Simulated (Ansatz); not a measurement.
Two isomers of CH6AlFSi: A = `F[CH]([AlH2])[SiH3]`, B = `C[SiH2][AlH][F]`.

Computed with Ansatz on PBE0-D4/def2-TZVP structures; ΔE is electronic, products minus reactants. CCSD(T)/CBS is the MP2 limit (def2-TZVPP, def2-QZVPP) plus CCSD(T) − MP2 in def2-TZVPP, frozen cores. DFT in def2-TZVPP. Each species was taken in one conformer, which may not be the lowest.

Question: Which isomer does CCSD(T)/CBS put lower? Give the gap. (Estimate.)

Answer: Computed: B, by 319.6 kJ/mol.

Question: Give E(B) − E(A) in kJ/mol with PBE0-D4, LDA (SPW92), PBE-D4, ωB97M-V, CCSD(T)/def2-SVP, HF/def2-TZVPP, MP2/def2-TZVPP. (An estimate is asked.)

Answer: The calculation gave: PBE0-D4 -314.4, LDA (SPW92) -305.9, PBE-D4 -308.3, ωB97M-V -303.4, CCSD(T)/def2-SVP -308.2, HF/def2-TZVPP -311.0, MP2/def2-TZVPP -325.4. None reverses the order clearly.

Question: Does the order hold for the free energy at 298.15 K (harmonic terms from PBE0-D4)? (An estimate is asked.)

Answer: Ansatz gave: Yes: G(B) − G(A) = -306.3 kJ/mol, for one conformer each. Modes under 60 cm⁻¹, often nearly free rotors, make the harmonic entropy too high.

Largest T1 diagnostic: 0.012.

From BLYP to BHLYP (50 % exact exchange), in def2-TZVPP and without D4, E(B) − E(A) moves by −9.3 kJ/mol. In def2-TZVPP, CCSD(T) changes the Hartree–Fock value by −5.9 kJ/mol (the triples alone add +1.0 kJ/mol) and MP2 by −14.3 kJ/mol.
